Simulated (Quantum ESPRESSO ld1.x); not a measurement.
Results of a calculation; reference values are marked as such.
Sr2+, configuration [Ar] 3d9.5 4s2 4p6 5s0.5 (fractional occupations, a model configuration).

Level of theory: scalar-relativistic Kohn-Sham, LDA (Slater exchange, Perdew-Zunger correlation), spin-polarised, spherical densities, point nucleus; open shells are filled with parallel spins first (ld1.x of Quantum ESPRESSO 7.5).

Energy parts (Ry):
total: -6345.4658
kinetic: 6505.4657
electron-nucleus: -15227.7058
Hartree: 2577.3520
exchange-correlation: -200.5777

Orbitals (lengths in bohr, moments of r in powers of bohr; r(90%) holds 90 % of the orbital's charge):
| orbital | occ. | eigenvalue (Ry) | <r^4> | r(90%) |
|---|---|---|---|---|
| 1s up | 1 | -1171.62 | 0.00001107 | 0.0702 |
| 1s down | 1 | -1171.62 | 0.00001107 | 0.0702 |
| 2s up | 1 | -160.532 | 0.002131 | 0.267 |
| 2s down | 1 | -160.484 | 0.002130 | 0.267 |
| 2p up | 3 | -142.993 | 0.001532 | 0.245 |
| 2p down | 3 | -142.955 | 0.001531 | 0.245 |
| 3s up | 1 | -26.3642 | 0.1198 | 0.728 |
| 3s down | 1 | -26.3008 | 0.1200 | 0.728 |
| 3p up | 3 | -20.7013 | 0.1368 | 0.753 |
| 3p down | 3 | -20.6384 | 0.1372 | 0.754 |
| 3d up | 5 | -11.3414 | 0.1744 | 0.795 |
| 3d down | 4.5 | -11.2744 | 0.1757 | 0.797 |
| 4s up | 1 | -4.36811 | 5.991 | 1.93 |
| 4s down | 1 | -4.35457 | 5.988 | 1.93 |
| 4p up | 3 | -2.98193 | 10.67 | 2.23 |
| 4p down | 3 | -2.96906 | 10.57 | 2.23 |
| 5s up | 0.5 | -1.13610 | 238.0 | 4.85 |
| 5s down | 0 | -1.09424 | 242.6 | 4.88 |

The highest occupied level is 5s up at -15.457 eV. Summed over all electrons, <r^2> = 31.15 bohr^2, which gives a Langevin (diamagnetic) susceptibility term of -24.7 x 10^-6 cm^3/mol. The density falls to 0.001 e/bohr^3 at r = 3.82 bohr.
